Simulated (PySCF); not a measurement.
# Electron correlation in Ni²⁺ (nickel, charge +2)

[Ar] 3d7 4s1, high-spin 5F determinant (an excited configuration). Computed with PySCF 2.14 in aug-cc-pVDZ, with no relativity, point nucleus. Frozen: [Ar]; 8 electrons correlated.

```json
{"level": "CCSD", "correlation energy (mhartree)": "-158.06"}
{"level": "(T)", "correlation energy (mhartree)": "-2.31"}
{"level": "CCSD(T)", "correlation energy (mhartree)": "-160.37"}
```

Diagnostics: T1 = 0.0072, D1 = 0.0159, largest double amplitude 0.026.

Cost of the coupled-cluster step: about 5 core-seconds, for 8 correlated electrons.
